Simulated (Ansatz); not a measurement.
Isolated molecules relaxed with PBE0-D4/def2-TZVP in Ansatz; ΔE leaves out vibrations. CBS: MP2 limit from def2 TZ/QZ plus the TZ coupled-cluster correction, frozen cores. This one scheme is used for every species. Functionals use def2-TZVPP. HSE06 is defined as in plane-wave codes. Each species was taken in one conformer, which may not be the lowest.

Reaction (ligand exchange at the Si–O bond): `C[CH2][AlH][O][SiH3]` + H–F → `F[SiH3]` + `C[CH2][AlH][OH]`

```tsv
level	ΔE (kJ/mol)	difference from CCSD(T)/CBS
revPBE-D4	-16.9	-1.4
B97M-V	-20.1	-4.6
HSE06-D4	-15.2	0.3
BHLYP-D4	-13.6	1.9
ωB97M-V	-19.8	-4.3
B2PLYP	-22.2	-6.7
PBE-QIDH	-15.9	-0.4
PBE0	-20.5	-5.0
r2SCANh	-20.9	-5.4
CAM-B3LYP	-24.8	-9.3
HF/def2-SVP	-11.9	3.6
CCSD/def2-SVP	-14.7	0.8
HF/def2-TZVPP	-19.8	-4.3
MP2/def2-TZVPP	-14.8	0.7
SCS-MP2/def2-TZVPP	-17.1	-1.6
HF/CBS(def2)	-20.0	-4.5
CCSD(T)/CBS	-15.5	0
```

Largest T1 diagnostic among the species: 0.011.

The D4 term adds +8.9 kJ/mol with B3LYP and +5.3 kJ/mol with PBE0; it sums over pairs of atoms, weighted by their polarisabilities, and B3LYP, whose exchange is more repulsive, gets the larger term. In def2-TZVPP, CCSD(T) changes the Hartree–Fock value by +4.2 kJ/mol (the triples alone add +0.3 kJ/mol) and MP2 by +4.9 kJ/mol.

B3LYP here is the variant with VWN-RPA as its local correlation; programs differ in this.
